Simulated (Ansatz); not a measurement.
CH$_{6}$Al$_{2}$O from Hartree–Fock to CCSD(T)

Z-matrix (Å, degrees):
```
C
Al 1 1.907
Al 1 1.983 2 110.4
O 1 1.519 2 119.1 3 72.2
H 1 1.087 2 126.2 3 -143.6
H 2 1.592 1 115.9 3 -71.0
H 2 1.583 1 119.9 3 105.4
H 3 1.590 1 114.4 2 20.9
H 3 1.579 1 121.1 2 -154.4
H 4 0.963 1 109.9 2 14.2
```

The species carries charge 0 and has multiplicity 1. The bonds changed during the relaxation, so this is another structure than the one it started from. Geometry: relaxed with PBE0-D4/def2-TZVP. It is one conformer, not always the lowest. Frozen core, restricted reference, the Gaussian-basis code of Ansatz. CBS rows extrapolate triple and quadruple zeta; past MP2 they add the triple-zeta difference.

| basis | HF (Eh) | MP2 corr. |
| --- | --- | --- |
| def2-SVP | -599.77262 | -0.46426 |
| def2-TZVPP | -600.08124 | -0.58179 |
| def2-QZVPP | -600.10127 | -0.62445 |

(1) Estimate the CCSD correlation energy and the (T) correction in each basis where they were run (hartree).

Results:

(1) 
```csv
basis,CCSD corr.,(T)
def2-SVP,-0.51121,-0.01363
def2-TZVPP,-0.62365,-0.02295
CBS(def2),-0.69792,as TZ
```
